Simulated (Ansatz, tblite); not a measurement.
Spin states of [Cu(OH)4]- (CuO4H4⁻), formally d⁸, each relaxed with PBE0-D4/def2-SVPD in Ansatz. Electronic energies in the gas phase.

The xTB rows come from tblite. B3LYP takes the VWN-RPA correlation. HOMO above LUMO, or a gap near zero within one spin, warns that the state may not be the lowest or that an electron is smeared out.

Singlet geometry (C4h within 0.1 Å):

```
atom   x (Å)   y (Å)   z (Å)
 Cu1   0.000   0.000   0.000
  O2  -0.613  -1.459   0.915
  H3  -1.374  -1.699   0.376
  O4   1.354   0.192   1.213
  H5   1.168  -0.545   1.804
  O6   0.613   1.459  -0.915
  H7   1.374   1.699  -0.376
  O8  -1.354  -0.191  -1.213
  H9  -1.168   0.545  -1.804
```

Triplet geometry (C2h within 0.1 Å):

| atom | x (Å) | y (Å) | z (Å) |
| --- | --- | --- | --- |
| Cu1 | 0.0000 | 0.0000 | 0.0000 |
| O2 | 0.2074 | 1.8735 | 0.4030 |
| H3 | -0.0252 | 1.9807 | 1.3282 |
| O4 | 0.5476 | 0.4604 | -1.7340 |
| H5 | 0.6611 | 1.4086 | -1.5618 |
| O6 | -0.2073 | -1.8735 | -0.4030 |
| H7 | 0.0252 | -1.9807 | -1.3282 |
| O8 | -0.5476 | -0.4604 | 1.7340 |
| H9 | -0.6612 | -1.4085 | 1.5617 |

Run but left out: HF/def2-TZVPD (singlet: restricted singlet, unstable towards broken spin symmetry); B2PLYP/def2-TZVPD (singlet: restricted singlet, unstable in another Hartree–Fock run and untested here).

Only these spin states were relaxed.

| level | triplet − singlet (kcal/mol) | lowest of these |
| --- | --- | --- |
| GFN2-xTB | 55.5 | singlet |
| r2SCAN-D4/def2-TZVPD | 31.1 | singlet |
| PBE0-D4/def2-TZVPD | 32.8 | singlet |
| ωB97M-V/def2-TZVPD | 36.4 | singlet |

Question: Estimate the rows for GFN1-xTB, PBE-D4/def2-TZVPD, r2SCANh-D4/def2-TZVPD, B3LYP-D4/def2-TZVPD.

Answer: 
```json
{"level": "GFN1-xTB", "triplet − singlet (kcal/mol)": "48.2", "lowest of these": "singlet", "remarks": "–"}
{"level": "PBE-D4/def2-TZVPD", "triplet − singlet (kcal/mol)": "29.3", "lowest of these": "singlet", "remarks": "HOMO above zero (triplet), gap within one spin near zero (triplet)"}
{"level": "r2SCANh-D4/def2-TZVPD", "triplet − singlet (kcal/mol)": "31.7", "lowest of these": "singlet", "remarks": "–"}
{"level": "B3LYP-D4/def2-TZVPD", "triplet − singlet (kcal/mol)": "31.6", "lowest of these": "singlet", "remarks": "–"}
```

The xTB methods have no term that favours high spin, so they put low spin too low.

Question: How do the metal–ligand distances follow the spin state?

Answer: 
```csv
state,donor atoms,mean metal–ligand distance (Å),range (Å),Mulliken spin on the metal (PBE0)
singlet,4,1.828,1.83–1.83,0
triplet,4,1.902,1.88–1.93,0.76
```

⟨S²⟩ at PBE0-D4/def2-TZVPD: singlet 0.00 (pure 0.00), triplet 2.02 (pure 2.00).
